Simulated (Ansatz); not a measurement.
[CrO3Br]- (CrBrO3⁻), relaxed as a singlet with RKS PBE-D4/def2-SVPD in Ansatz, starting from the GFN2-xTB geometry. Force threshold 0.02 eV/Å.

The restricted singlet is unstable towards broken spin symmetry at other levels; at PBE-D4/def2-SVPD this wasn't settled.

Start:

| atom | x (Å) | y (Å) | z (Å) |
| --- | --- | --- | --- |
| Cr1 | 0.0786 | -0.1920 | 0.1224 |
| O2 | -0.4889 | -1.4027 | -0.6940 |
| O3 | 1.6370 | -0.0390 | 0.0730 |
| O4 | -0.5556 | -0.0018 | 1.5422 |
| Br5 | -0.6711 | 1.6355 | -1.0436 |

(1) Estimate the energy that the relaxation releases and the steps that it takes.

(2) Does the start keep its bonding and symmetry?

(3) Predict the relaxed structure.

## Answers

(1) 0.29 eV, in 4 steps; 4.4 s on 4 threads of AMD EPYC 7B13 on a shared host. No frequencies were taken in this run, so the end may be a saddle point.

(2) By distances, no bond broke or formed. The bond that changes most is Cr1–Br5, from 2.29 to 2.41 Å (atoms count from 1). Point group C3v at the start, C3v at the end, both within 0.05 Å.

(3) 
Cartesian coordinates in Å:
```
Cr 0.063 -0.152 0.097
O -0.469 -1.462 -0.663
O 1.666 -0.094 0.108
O -0.535 -0.056 1.583
Br -0.724 1.764 -1.126
```
Bond lengths: 3 × Cr–O 1.60 Å; 1 × Br–Cr 2.41 Å.
